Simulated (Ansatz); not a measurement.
System: Mn, charge 2, sextet.

Total energies in cc-pwCVTZ-DK, 13 correlated electrons, 5 frozen orbitals. Radicals and triplets start from unrestricted determinants; spin-orbit coupling is neglected. The -DK rows use spin-free X2C, correlate 3s3p of the metal (1s2s2p frozen) and give its partners the cc-pVXZ-DK valence sets. Open-shell metal atoms are single determinants, not pure terms.

```
method    program  energy (Eh)  minus CCSDT(Q) (mEh)
--------  -------  -----------  --------------------
HF         Ansatz  -1156.62015                480.50
MP2        Ansatz  -1157.09476                  5.89
CCSD       Ansatz  -1157.09152                  9.13
CCSD(T)    Ansatz  -1157.10066                 -0.01
CCSDT(Q)   Ansatz  -1157.10065                  0.00
```

Ansatz is an electronic-structure program.
